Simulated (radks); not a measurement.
Dipole-allowed excitations along the series with 29 electrons in [Ar] 3d10 4s1. All-electron calculation, non-relativistic Kohn-Sham, LB94 model potential, spin-polarised, spherical densities, point nucleus; open shells are filled with parallel spins first (spin-orbit coupling, left out, can overturn this in heavy ions). Program: a radial shooting solver on a logarithmic mesh with Libxc functionals. Time-dependent linear response with the Hartree and adiabatic LDA kernel, continuum included through the Sternheimer equations. Lines are the poles of the dipole polarisability below minus the highest occupied eigenvalue, found on a grid refined at the orbital gaps; the lowest seven at most are given, and weak or close lines can be missed. The first line takes the name of the lowest orbital gap if no other gap lies below it; otherwise a line is named after a gap within 0.6 % of it, if that gap stands alone.

species,-e(HOMO) (eV),lowest orbital gap (eV),first line (eV),f,static alpha (bohr^3)
Zr11+,237.86,4s-4p 24.444,26.159 (4s-4p),0.630,0.7786
Nb12+,269.66,4s-4p 26.157,27.979 (4s-4p),0.613,0.6608
Mo13+,303.21,4s-4p 27.868,29.796 (4s-4p),0.597,0.5661
Tc14+,338.51,4s-4p 29.576,31.610 (4s-4p),0.582,0.4890
Ru15+,375.55,4s-4p 31.283,33.421 (4s-4p),0.568,0.4256
Rh16+,414.32,4s-4p 32.988,35.230 (4s-4p),0.554,0.3729
